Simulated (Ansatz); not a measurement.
## Ligand exchange: C2H5Br + SiH2(CH3)F → C2H5F + SiH2(CH3)Br

Species: C2H5Br (bromoethane) `CCBr`, singlet; SiH2(CH3)F, singlet; C2H5F `CCF`, singlet; SiH2(CH3)Br, singlet. The partners trade Br for F: C–Br and Si–F bonds give way to C–F and Si–Br.

Shapes, held fixed at every level: PBE0-D4/def2-TZVP. Programs: Ansatz 0.2.0. The zero-point and thermal change to 298 K, harmonic and unscaled (PBE0-D4/def2-TZVP), is +1.3 kJ/mol.

Problem. Estimate ΔH(298 K) of this reaction.

Solution. The highest level, CCSD(T)/def2-TZVPP, gives ΔH(298 K) = +71.1 kJ/mol; the levels span +57.6 to +76.6. The column of differences is taken from that level and isn't an error. No measured value is set beside it here. Relativity is left out for Br. Outer-core shells of Br are correlated, in sets that cover them unevenly. Times are processor times on shared x86 and Arm servers, and rough.

```
              level                    kind  ΔH(298 K) (kJ/mol)  less CCSD(T)/def2-TZVPP  CPU time (sum over the molecules)
  PBE-D4/def2-TZVPP                     GGA               +57.8                    -13.3                               14 s
BHLYP-D4/def2-TZVPP           global hybrid               +64.3                     -6.8                               16 s
 PBE0-D4/def2-TZVPP           global hybrid               +57.6                    -13.5                               16 s
 wB97X-V/def2-TZVPP  range-separated hybrid               +61.4                     -9.7                               45 s
  B2PLYP/def2-TZVPP           double hybrid               +69.8                     -1.3                               26 s
     MP2/def2-TZVPP     perturbation theory               +76.6                     +5.5                                  –
 CCSD(T)/def2-TZVPP   coupled cluster or CI               +71.1                      0.0                            2.9 min
```
